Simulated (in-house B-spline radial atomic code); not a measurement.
Configurations of the silver ion Ag⁸⁺, with energies counted from [Kr] (4d3/2)3. All numbers are computed (Dirac-Hartree-Fock, average of each configuration as written; Fermi nucleus of rms radius 4.5454 fm) with a B-spline radial code for spherical atoms, not measured. Energies include first-order Breit, QED and recoil terms.

Occupations are held fixed; configurations that lie above the ionisation limit could autoionise.

```csv
configuration,E - E(ref) (eV),highest orbital,its <r> (bohr)
[Kr] (4d5/2)2 (6g9/2)1,115.66,6g9/2,4.785
[Kr] (4d5/2)2 (8g9/2)1,129.21,8g9/2,9.402
[Ar] 3d10 4s2 (4p1/2)2 (4p3/2)3 (4d5/2)3 8s1,180.19,8s1/2,6.647
[Ar] (3d3/2)4 (3d5/2)5 4s2 4p6 (4d3/2)3 5s1,423.63,5s1/2,1.794
[Ar] (3d3/2)4 (3d5/2)5 4s2 4p6 (4d3/2)3 (7f7/2)1,503.69,7f7/2,6.56
```

Question: Order these further configurations by energy, lowest first.
A. [Kr] (4d5/2)2 (4f5/2)1
B. [Ar] (3d3/2)3 (3d5/2)6 4s2 4p6 (4d5/2)3 (5p3/2)1
C. [Ar] 3d10 4s2 (4p1/2)1 (4p3/2)4 (4d3/2)3 (4d5/2)1
D. [Ar] 3d10 4s2 (4p1/2)2 (4p3/2)3 (4d3/2)3 6s1
E. [Kr] (4d5/2)2 (7f5/2)1

Answer: A (64.293 eV), C (68.849 eV), E (121.52 eV), D (141.79 eV), B (446.43 eV).

Question: How far above the reference does [Kr] (4d5/2)3 lie?

Answer: 2.8966 eV; its least bound orbital is 4d5/2 with <r> = 1.063 bohr.
